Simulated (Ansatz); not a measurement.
Total energies of SnBrH3 (SnH₃Br) from Ansatz at r2SCAN-D4/def2-TZVP, gas phase (1 Eh = 27.2114 eV = 2625.5 kJ/mol). The reference geometry is relaxed at r2SCAN-D4/def2-TZVP.

```xyz
5

Sn    0.028   -0.197   -0.070
Br   -0.298    2.126    0.760
H    -0.212   -1.221    1.265
H     1.617   -0.273   -0.668
H    -1.134   -0.437   -1.288
```

| state | geometry | energy (Eh) |
| --- | --- | --- |
| charge 0 singlet | reference | -2790.34537 |
| charge 1 doublet | reference | -2789.96517 |
| free Sn atom (triplet) | – | -214.33064 |
| free Br atom (doublet) | – | -2574.09258 |
| free H atom (doublet) | – | -0.49993 |

In the def2 sets Sn takes a core potential; there is no spin–orbit coupling.

Task: Work out the vertical ionisation energy to the doublet.

Result: E(charge 1 doublet) − E(charge 0 singlet) = -2789.96517 − (-2790.34537) = 0.38020 Eh = 10.35 eV. For comparison, −ε of the highest occupied level is 7.22 eV at this level, 3.13 eV less.

Task: What is the binding energy per atom against free atoms?

Result: Atoms: 1 × (-214.33064) + 1 × (-2574.09258) + 3 × (-0.49993) = -2789.92301 Eh. Binding: -2789.92301 − (-2790.34537) = 0.42236 Eh = 11.49 eV, or 2.30 eV for each of 5 atoms (no zero-point energy, no counterpoise term).
